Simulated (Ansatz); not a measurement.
Reaction (substitution at a C–C bond): `CCCC(C)C(C)C` + `BN[SiH3]` → `BN([SiH3])CC` + `CC(C)C(C)C`

Calculated with Ansatz (gas phase, PBE0-D4/def2-TZVP geometries, no zero-point term in ΔE). CCSD(T)/CBS is the MP2 limit (def2-TZVPP, def2-QZVPP) plus CCSD(T) − MP2 in def2-TZVPP, frozen cores. DFT in def2-TZVPP. One conformer a species, not always the lowest.

`CCCC(C)C(C)C`:

Cartesian coordinates in Å:
```
C -1.297 -0.291 -3.290
C -1.458 -0.342 -1.780
C -0.144 -0.125 -1.046
C -0.231 -0.251 0.474
C -1.084 0.858 1.079
C 1.167 -0.354 1.110
C 1.102 -0.799 2.564
C 1.991 0.921 0.982
H -0.907 0.679 -3.611
H -0.599 -1.057 -3.638
H -2.249 -0.452 -3.802
H -1.877 -1.312 -1.487
H -2.189 0.411 -1.471
H 0.252 0.863 -1.313
H 0.587 -0.855 -1.417
H -0.730 -1.207 0.688
H -0.692 1.845 0.820
H -2.111 0.809 0.713
H -1.128 0.789 2.168
H 1.692 -1.141 0.553
H 2.104 -0.993 2.956
H 0.650 -0.034 3.201
H 0.517 -1.716 2.675
H 3.000 0.764 1.372
H 1.547 1.741 1.553
H 2.087 1.248 -0.055
```

`BN[SiH3]`:

Z-matrix (Å, degrees):
```
Si
N 1 1.745
H 1 1.487 2 110.4
H 1 1.480 2 107.6 3 -120.5
H 1 1.487 2 110.4 3 119.0
B 2 1.399 1 126.7 3 120.4
H 2 1.011 1 116.7 3 -59.6
H 6 1.198 2 119.6 1 -180.0
H 6 1.198 2 119.0 1 -0.0
```

`BN([SiH3])CC`:

Cartesian coordinates in Å:
```
B -0.064 -0.232 -1.874
N -0.016 -0.413 -0.491
Si 1.135 -1.484 0.277
C -0.955 0.285 0.394
C -0.403 1.603 0.903
H -0.906 0.486 -2.340
H 0.729 -0.795 -2.572
H 0.400 -2.563 0.990
H 2.029 -2.054 -0.755
H 1.932 -0.746 1.294
H -1.882 0.456 -0.158
H -1.207 -0.366 1.240
H -1.120 2.087 1.570
H 0.528 1.457 1.455
H -0.200 2.277 0.068
```

`CC(C)C(C)C`:

Z-matrix (Å, degrees):
```
C
C 1 1.522
H 1 1.093 2 110.9
H 1 1.094 2 111.5 3 -119.4
H 1 1.093 2 111.4 3 120.1
C 2 1.539 1 111.9 3 -173.1
C 2 1.523 1 110.4 3 59.3
H 2 1.098 1 107.2 3 -57.4
C 6 1.522 2 111.9 1 166.9
C 6 1.523 2 113.6 1 -67.3
H 6 1.098 2 105.9 1 50.4
H 7 1.093 2 110.4 1 -59.0
H 7 1.092 2 112.2 1 -178.8
H 7 1.094 2 111.3 1 60.1
H 9 1.094 6 111.5 2 67.5
H 9 1.093 6 111.4 2 -53.0
H 9 1.093 6 110.9 2 -173.1
H 10 1.092 6 112.3 2 54.6
H 10 1.093 6 111.3 2 -66.5
H 10 1.093 6 110.4 2 174.5
```

| level | ΔE (kJ/mol) |
| --- | --- |
| r2SCAN | 22.6 |
| SCS-MP2/def2-QZVPP | 24.2 |

(1) What does CCSD(T)/CBS give? (Estimate.)

Largest T1 diagnostic among the species: 0.012.

Answers

(1) Computed: +24.7 kJ/mol. The listed levels differ from it by -2.1, -0.5 kJ/mol.

At CCSD(T), def2-SVP lies −3.9 kJ/mol from the extrapolated value and def2-TZVPP −1.2 kJ/mol. Leaving LDA and LC-ωPBE aside and taking each functional with its dispersion term where it has one, the values, not all of them listed here, spread over 8.1 kJ/mol, from BLYP-D4 to B97M-V.
